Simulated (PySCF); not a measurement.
C₄H₅Si, SMILES C1=C[SiH]C=C1 (connectivity only; charge and spin as stated), charge +1, multiplicity 1. Geometry optimised at PBE-D3(BJ)/def2-SVP. The spin state was assumed, not searched. The isomer is the one that the SMILES or the coordinates give; other isomers of the formula were not compared.

The numbers are results of PBE-D3(BJ)/def2-SVP (PySCF), not measurements.

Harmonic wavenumbers (cm⁻¹): 203, 298, 481, 524, 558, 648, 706, 739, 773, 882, 891, 961, 969, 1060, 1068, 1228, 1273, 1519, 1549, 2236, 3118, 3125, 3183, 3185. Rotational constants (GHz): 6.587, 5.512, 3.001; symmetry number 2.

Q: Work out the zero-point energy and the ideal-gas rigid-rotor harmonic-oscillator thermochemistry at 298.15 K and 1 atm.

A: ZPE = ½ Σ hcν = ½ × 31175 cm⁻¹ = 186.47 kJ/mol. H − E(el) = 202.51 kJ/mol. Entropy in J/(mol K): translation 163.58, rotation 100.90, vibration 30.47, total 294.94. G − E(el) = 114.57 kJ/mol. Cp = 88.96 J/(mol K).
